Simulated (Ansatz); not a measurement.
n-SiGeGeSiH10 (Si₂Ge₂H₁₀), relaxed as a singlet with RKS PBE-D4/def2-SVP in Ansatz, starting from the GFN2-xTB geometry. Force threshold 0.02 eV/Å.

Start:

```xyz
14

Ge    0.5505    0.3667    1.0155
Ge   -0.5465   -0.3181   -1.0142
Si   -0.5432    0.3124    3.0911
Si    0.5450   -0.3477   -3.0932
H    -1.1641   -0.9972    3.3002
H    -1.5884    1.3364    3.1426
H     0.4010    0.5572    4.1832
H     1.8579   -0.4095    1.0839
H     1.1260    1.7519    0.7565
H    -1.8300    0.4948   -1.1036
H    -1.1634   -1.6799   -0.7279
H     1.2897   -1.5983   -3.2527
H    -0.4206   -0.2391   -4.1883
H     1.4861    0.7702   -3.1932
```

```json
{"step": "1", "energy (eV)": "-128909.5629", "largest force component (eV/Å)": "0.704", "SCF passes": "15"}
{"step": "2", "energy (eV)": "-128909.7910", "largest force component (eV/Å)": "0.386", "SCF passes": "17"}
{"step": "3", "energy (eV)": "-128909.8584", "largest force component (eV/Å)": "0.076", "SCF passes": "17"}
{"step": "4", "energy (eV)": "-128909.8704", "largest force component (eV/Å)": "0.140", "SCF passes": "18"}
{"step": "5", "energy (eV)": "-128909.8749", "largest force component (eV/Å)": "0.108", "SCF passes": "16"}
{"step": "6", "energy (eV)": "-128909.8771", "largest force component (eV/Å)": "0.100", "SCF passes": "18"}
{"step": "7", "energy (eV)": "-128909.8796", "largest force component (eV/Å)": "0.005", "SCF passes": "18"}
{"step": "8", "energy (eV)": "-128909.8808", "largest force component (eV/Å)": "0.030", "SCF passes": "17"}
{"step": "9", "energy (eV)": "-128909.8812", "largest force component (eV/Å)": "0.035", "SCF passes": "18"}
{"step": "10", "energy (eV)": "-128909.8814", "largest force component (eV/Å)": "0.014", "SCF passes": "19"}
```

Force components are those of the run's own axes.

End:

```xyz
14

Ge    0.714    0.304    0.943
Ge   -0.726   -0.259   -0.950
Si   -0.513    0.277    2.998
Si    0.521   -0.311   -2.992
H    -1.070   -1.101    3.234
H    -1.656    1.251    2.910
H     0.360    0.656    4.165
H     1.887   -0.715    1.006
H     1.333    1.710    0.701
H    -1.870    0.790   -1.043
H    -1.386   -1.643   -0.689
H     1.603   -1.354   -2.891
H    -0.360   -0.637   -4.170
H     1.164    1.031   -3.222
```

By distances, no bond broke or formed. The bond that changes most is Ge1–Si3, from 2.35 to 2.39 Å (atoms count from 1).

The force fell under the threshold at step 7, but the optimiser went on. No frequencies were taken in this run, so the end may be a saddle point.

Run time 12 s (4 threads of Intel Xeon on a shared host).
